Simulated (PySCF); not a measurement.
C$_{5}$H$_{11}$Si (SMILES [CH2][Si](C)(C)C=C), doublet, at a GFN2-xTB geometry; B3LYP/6-31G in PySCF.

PySCF was given this input:
```python
from pyscf import gto, scf, dft

mol = gto.Mole()
mol.atom = '''
    C    -0.48130263   -0.54229435    1.93985837
    Si   -0.30974049   -0.19760081    0.13171235
    C    -0.91856830   -1.68566693   -0.89593603
    C    -1.26363719    1.38508787   -0.33835726
    C     1.53721877    0.04003556   -0.27693796
    C     2.11951587    1.19718816   -0.53965245
    H    -0.55708985    0.23937689    2.67522094
    H    -0.44268157   -1.53660897    2.34889630
    H    -0.38333621   -2.58934057   -0.62188198
    H    -0.76942544   -1.52536564   -1.95967196
    H    -1.97612059   -1.86945095   -0.73474173
    H    -2.33395811    1.24964921   -0.21838484
    H    -0.96670646    2.21750029    0.29142353
    H    -1.07994180    1.66755967   -1.37055090
    H     2.14647980   -0.85595015   -0.27363070
    H     3.17300341    1.28065482   -0.76451311
    H     1.56678460    2.12228493   -0.54998627
'''
mol.basis = '6-31g'
mol.spin = 1
mol.verbose = 4
mol.build()

mf = dft.UKS(mol)
mf.xc = 'b3lyp'
mf.level_shift = 1.0
mf.max_cycle = 100
mf.kernel()
```

What the program printed (banner, timings and long lists left out):

```
PySCF version 2.14.0

[INPUT] verbose = 4
[INPUT] num. atoms = 17
[INPUT] num. electrons = 55
[INPUT] charge = 0
[INPUT] spin (= nelec alpha-beta = 2S) = 1
[INPUT] symmetry False subgroup None
[INPUT] Mole.unit = angstrom
[INPUT] Symbol           X                Y                Z      unit          X                Y                Z       unit  Magmom
[INPUT]  1 C     -0.481302630000  -0.542294350000   1.939858370000 AA   -0.909530153733  -1.024787800399   3.665801039745 Bohr   0.0
[INPUT]  2 Si    -0.309740490000  -0.197600810000   0.131712350000 AA   -0.585324695789  -0.373411412892   0.248900268723 Bohr   0.0
[INPUT]  3 C     -0.918568300000  -1.685666930000  -0.895936030000 AA   -1.735842513707  -3.185448834936  -1.693073721830 Bohr   0.0
[INPUT]  4 C     -1.263637190000   1.385087870000  -0.338357260000 AA   -2.387928209915   2.617436732757  -0.639402553658 Bohr   0.0
[INPUT]  5 C      1.537218770000   0.040035560000  -0.276937960000 AA    2.904922468841   0.075656243644  -0.523336897896 Bohr   0.0
[INPUT]  6 C      2.119515870000   1.197188160000  -0.539652450000 AA    4.005304510969   2.262357741972  -1.019795332951 Bohr   0.0
[INPUT]  7 H     -0.557089850000   0.239376890000   2.675220940000 AA   -1.052747243275   0.452356762650   5.055434899302 Bohr   0.0
[INPUT]  8 H     -0.442681570000  -1.536608970000   2.348896300000 AA   -0.836546927692  -2.903770113850   4.438770702004 Bohr   0.0
[INPUT]  9 H     -0.383336210000  -2.589340570000  -0.621881980000 AA   -0.724400450529  -4.893144520525  -1.175186624002 Bohr   0.0
[INPUT] 10 H     -0.769425440000  -1.525365640000  -1.959671960000 AA   -1.454003354873  -2.882523299422  -3.703243298390 Bohr   0.0
[INPUT] 11 H     -1.976120590000  -1.869450950000  -0.734741730000 AA   -3.734326704214  -3.532750298808  -1.388460641989 Bohr   0.0
[INPUT] 12 H     -2.333958110000   1.249649210000  -0.218384840000 AA   -4.410541614107   2.361494758679  -0.412687537357 Bohr   0.0
[INPUT] 13 H     -0.966706460000   2.217500290000   0.291423530000 AA   -1.826810452248   4.190468229244   0.550710657954 Bohr   0.0
[INPUT] 14 H     -1.079941800000   1.667559670000  -1.370550900000 AA   -2.040794232470   3.151231072670  -2.589965840776 Bohr   0.0
[INPUT] 15 H      2.146479800000  -0.855950150000  -0.273630700000 AA    4.056258953911  -1.617511359780  -0.517087082273 Bohr   0.0
[INPUT] 16 H      3.173003410000   1.280654820000  -0.764513110000 AA    5.996107437211   2.420086869904  -1.444720396539 Bohr   0.0
[INPUT] 17 H      1.566784600000   2.122284930000  -0.549986270000 AA    2.960793790186   4.010537275992  -1.039323422571 Bohr   0.0

nuclear repulsion = 286.415196394245
number of shells = 54
number of NR pGTOs = 200
number of NR cGTOs = 80
basis = 6-31g
ecp = {}

******** <class 'pyscf.dft.uks.UKS'> ********
method = UKS
initial guess = minao
damping factor = 0
level_shift factor = 1.0
DIIS = <class 'pyscf.scf.diis.CDIIS'>
diis_start_cycle = 1
diis_space = 8
diis_damp = 0
SCF conv_tol = 1e-09
SCF conv_tol_grad = None
SCF max_cycles = 100
direct_scf = True
direct_scf_tol = 1e-13
number electrons alpha = 28  beta = 27
XC library pyscf.dft.libxc version 7.1.2
    S. Lehtola, C. Steigemann, M. J. T. Oliveira, and M. A. L. Marques,  SoftwareX 7, 1–5 (2018)
XC functionals = b3lyp
    P. J. Stephens, F. J. Devlin, C. F. Chabalowski, and M. J. Frisch,  J. Phys. Chem. 98, 11623 (1994)
radial grids:
    Treutler-Ahlrichs [JCP 102, 346 (1995); DOI:10.1063/1.469408] (M4) radial grids

becke partition: Becke, JCP 88, 2547 (1988); DOI:10.1063/1.454033
pruning grids: <function nwchem_prune>
grids dens level: 3
symmetrized grids: False
atomic radii adjust function: <function treutler_atomic_radii_adjust>
small_rho_cutoff = 0
Set gradient conv threshold to 3.16228e-05
tot grids = 197664
init E= -486.729538005133

cycle= 1 E= -486.439069407897  delta_E= 0.29  |g|= 0.306  |ddm|= 2.42
cycle= 2 E= -486.498195446629  delta_E= -0.0591  |g|= 0.133  |ddm|= 0.275
cycle= 3 E= -486.511788914922  delta_E= -0.0136  |g|= 0.0753  |ddm|= 0.155
cycle= 4 E= -486.516803611951  delta_E= -0.00501  |g|= 0.0428  |ddm|= 0.0896
cycle= 5 E= -486.5186905102  delta_E= -0.00189  |g|= 0.0272  |ddm|= 0.059
cycle= 6 E= -486.519535227999  delta_E= -0.000845  |g|= 0.0188  |ddm|= 0.0375
cycle= 7 E= -486.519983691698  delta_E= -0.000448  |g|= 0.0136  |ddm|= 0.0249
cycle= 8 E= -486.520240062965  delta_E= -0.000256  |g|= 0.0103  |ddm|= 0.0176
cycle= 9 E= -486.520400587192  delta_E= -0.000161  |g|= 0.00803  |ddm|= 0.0129
cycle= 10 E= -486.520501256848  delta_E= -0.000101  |g|= 0.00642  |ddm|= 0.00958
cycle= 11 E= -486.520567020796  delta_E= -6.58e-05  |g|= 0.00524  |ddm|= 0.00757
cycle= 12 E= -486.520610381358  delta_E= -4.34e-05  |g|= 0.00424  |ddm|= 0.00589
cycle= 13 E= -486.520638307145  delta_E= -2.79e-05  |g|= 0.00355  |ddm|= 0.00468
cycle= 14 E= -486.520657204546  delta_E= -1.89e-05  |g|= 0.00293  |ddm|= 0.00377
cycle= 15 E= -486.520669837205  delta_E= -1.26e-05  |g|= 0.0024  |ddm|= 0.00301
cycle= 16 E= -486.520678206905  delta_E= -8.37e-06  |g|= 0.00198  |ddm|= 0.00239
cycle= 17 E= -486.520683886604  delta_E= -5.68e-06  |g|= 0.00161  |ddm|= 0.00195
cycle= 18 E= -486.520687656763  delta_E= -3.77e-06  |g|= 0.00134  |ddm|= 0.00158
cycle= 19 E= -486.520690230597  delta_E= -2.57e-06  |g|= 0.00109  |ddm|= 0.00129
cycle= 20 E= -486.52069195598  delta_E= -1.73e-06  |g|= 0.0009  |ddm|= 0.00106
cycle= 21 E= -486.520693107333  delta_E= -1.15e-06  |g|= 0.000749  |ddm|= 0.000867
cycle= 22 E= -486.520693895347  delta_E= -7.88e-07  |g|= 0.000612  |ddm|= 0.000715
cycle= 23 E= -486.520694417837  delta_E= -5.22e-07  |g|= 0.000506  |ddm|= 0.000584
cycle= 24 E= -486.520694767098  delta_E= -3.49e-07  |g|= 0.000419  |ddm|= 0.000477
cycle= 25 E= -486.520695004158  delta_E= -2.37e-07  |g|= 0.000344  |ddm|= 0.000392
cycle= 26 E= -486.520695162299  delta_E= -1.58e-07  |g|= 0.000284  |ddm|= 0.00032
cycle= 27 E= -486.520695269161  delta_E= -1.07e-07  |g|= 0.000232  |ddm|= 0.000262
cycle= 28 E= -486.520695340293  delta_E= -7.11e-08  |g|= 0.000191  |ddm|= 0.000213
cycle= 29 E= -486.520695387897  delta_E= -4.76e-08  |g|= 0.000158  |ddm|= 0.000174
cycle= 30 E= -486.520695420031  delta_E= -3.21e-08  |g|= 0.000129  |ddm|= 0.000143
cycle= 31 E= -486.520695441604  delta_E= -2.16e-08  |g|= 0.000106  |ddm|= 0.000117
cycle= 32 E= -486.520695456006  delta_E= -1.44e-08  |g|= 8.74e-05  |ddm|= 9.53e-05
cycle= 33 E= -486.520695465721  delta_E= -9.72e-09  |g|= 7.18e-05  |ddm|= 7.82e-05
cycle= 34 E= -486.520695472257  delta_E= -6.54e-09  |g|= 5.89e-05  |ddm|= 6.41e-05
cycle= 35 E= -486.520695476632  delta_E= -4.38e-09  |g|= 4.83e-05  |ddm|= 5.24e-05
cycle= 36 E= -486.520695479574  delta_E= -2.94e-09  |g|= 3.98e-05  |ddm|= 4.3e-05
cycle= 37 E= -486.520695481545  delta_E= -1.97e-09  |g|= 3.27e-05  |ddm|= 3.52e-05
cycle= 38 E= -486.520695482869  delta_E= -1.32e-09  |g|= 2.69e-05  |ddm|= 2.88e-05
cycle= 39 E= -486.520695483764  delta_E= -8.95e-10  |g|= 2.21e-05  |ddm|= 2.36e-05
Extra cycle  E= -486.52069548516  delta_E= -1.4e-09  |g|= 2.54e-05  |ddm|= 0.000103
converged SCF energy = -486.52069548516  <S^2> = 0.75332777  2S+1 = 2.003325
```
